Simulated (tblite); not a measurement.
Task: Write Cartesian coordinates for `CCc1cc(C=O)nn1C` as optimised with GFN2-xTB.

Result: 
```xyz
20
C7H10N2O angstrom
C     -2.5769   -0.6040    0.6103
C     -1.6439    0.5017    0.1319
C     -0.2319    0.0414    0.0237
C      0.3589   -1.1784    0.2559
C      1.7304   -0.9792   -0.0199
C      2.8189   -1.9331    0.0581
O      2.7129   -3.0914    0.3808
N      1.9431    0.2832   -0.3955
N      0.7684    0.8785   -0.3655
C      0.6458    2.2588   -0.7307
H     -3.5942   -0.2277    0.6862
H     -2.2684   -0.9659    1.5877
H     -2.5681   -1.4374   -0.0874
H     -1.9793    0.8654   -0.8452
H     -1.6936    1.3478    0.8255
H     -0.0936   -2.0930    0.5753
H      3.7960   -1.4918   -0.2161
H     -0.0199    2.3715   -1.5889
H      0.2520    2.8445    0.1022
H      1.6382    2.6199   -0.9914
```

Orientation and origin are arbitrary. Atoms count from 1 in this order. N9 (pyrrole-type nitrogen) is planar (angles 127.0°, 120.4° and 112.6°, sum 360.0°, 0.00 Å off the plane of its three neighbours). The 5-membered ring C3–C4–C5–N8–N9 has internal angles of 105.0° to 112.6°; it is planar, 0.00 Å rms from its mean plane, widest ring torsion 0°. The C–N distances run from 1.334 Å (C5–N8, aromatic) to 1.433 Å (N9–C10, drawn single), a spread of 0.099 Å. The 10 heavy atoms lie in one plane (0.006 Å rms).

Bonds between heavy atoms (Å): C1–C2 1.524, C2–C3 1.489, C3–C4 1.375, C4–C5 1.413, C5–C6 1.449, C6=O7 1.207, C5–N8 1.334, N8–N9 1.317, N9–C10 1.433, C3–N9 1.361.

Computed geometry: GFN2-xTB, gas phase.

Point group: Cs (tolerance 0.08 Å). Its GFN2-xTB frequencies are all real (lowest 54 cm⁻¹). The numbers are those of one conformer (C1–C2–C3–C4 1°, C4–C5–C6–O7 0°).

On an Arm Neoverse V2 with one thread, shared host, this took 0.46 s of wall time. This is the geometry optimisation.
